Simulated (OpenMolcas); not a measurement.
Nb.

```json
{
  "Program": "OpenMolcas",
  "Basis": "ANO-R3 [8s6p6d3f2g1h]",
  "Scalar Hamiltonian": "X2C, finite nucleus",
  "Active space": "5 electrons in 6 orbitals (4d 5s)",
  "State averaging": "2S+1 = 6 even, 6 roots; 2S+1 = 4 even, 77 roots; 2S+1 = 2 even, 105 roots",
  "Spin-orbit coupling": "state interaction with AMFI integrals over the reference wave functions, term energies averaged over their components"
}
```

Two sets of levels on these reference wave functions, in eV above 4d4 5s 6D 1/2: one from CASSCF and one from MS-CASPT2, IPEA 0.25 Eh, imaginary shift 0.1 Eh (closed shells correlated: 4s 4p).

```json
{"Level": "4d4 5s 6D 1/2", "Set 1": "0.0000", "Set 2": "0.0000"}
{"Level": "4d4 5s 6D 3/2", "Set 1": "0.0175", "Set 2": "0.0198"}
{"Level": "4d4 5s 6D 5/2", "Set 1": "0.0454", "Set 2": "0.0492"}
{"Level": "4d4 5s 6D 7/2", "Set 1": "0.0824", "Set 2": "0.0847"}
{"Level": "4d4 5s 6D 9/2", "Set 1": "0.1269", "Set 2": "0.1230"}
{"Level": "4d3 5s2 4F 3/2", "Set 1": "1.283", "Set 2": "0.2394"}
{"Level": "4d3 5s2 4F 5/2", "Set 1": "1.320", "Set 2": "0.276"}
{"Level": "4d4 5s 4P 1/2(1)", "Set 1": "1.346", "Set 2": "0.701"}
{"Level": "4d3 5s2 4F 7/2", "Set 1": "1.366", "Set 2": "0.324"}
{"Level": "4d4 5s 4P 3/2(1)", "Set 1": "1.397", "Set 2": "0.748"}
{"Level": "4d3 5s2 4F 9/2", "Set 1": "1.417", "Set 2": "0.381"}
{"Level": "4d4 5s 4P 5/2(1)", "Set 1": "1.482", "Set 2": "0.833"}
{"Level": "4d4 5s 4D 1/2(1)", "Set 1": "1.792", "Set 2": "0.906"}
{"Level": "4d4 5s 4D 3/2(1)", "Set 1": "1.822", "Set 2": "0.939"}
{"Level": "4d4 5s 4H 7/2", "Set 1": "1.861", "Set 2": "1.427"}
{"Level": "4d4 5s 4D 5/2(1)", "Set 1": "1.863", "Set 2": "0.981"}
```

**Question.** Which set is which?

**Answer.** Set 2 is MS-CASPT2. Its levels of the other terms of 4d4 5s lie at 0.51 to 0.77 of the other set's values, as expected, since terms of lower spin or lower L gain more correlation energy than the Hund ground term. Against 8 measured levels (NIST Handbook of Basic Atomic Spectroscopic Data) the mean absolute deviation is 280 cm-1 with it and 4500 cm-1 without; single levels miss by up to 790 cm-1 with it.

Term energies are means over components that CASPT2 splits; among the terms shown or strongly mixed into the levels shown the widest spread is 300 cm-1 (4d3 5s2 4F, MS-CASPT2). Over all roots computed the reference weight is 0.84 to 0.90 in MS-CASPT2; the roots of lowest weight are the least certain, and an intruder state may touch them. Configurations are named by rounded mean occupations; where the s occupation lies near a half they are strongly mixed, a name can repeat and a true partner stay unpaired. A single d shell beside an s shell can misplace configurations of different d count against each other. Without dynamic correlation excited terms often stand tens of per cent too high (terms of higher spin than the ground term too low), and those without a measured partner can miss by more than the paired ones (holds for CASSCF). Blocks of more than 70 roots (2S+1 = 4 even, 2 even) ran without multistate coupling (holds for MS-CASPT2). Computed and measured levels are paired by configuration, term and J; levels that our copy of the source lacks, or whose pairing is in doubt (as where it misses far off the trend of its configuration), stay unpaired and out of the deviations. Only configurations of the active space appear. The table leaves out levels that lie high or whose names do not pair safely across all columns.

A number in round brackets counts repeated terms of one configuration in the order of the reference energies.
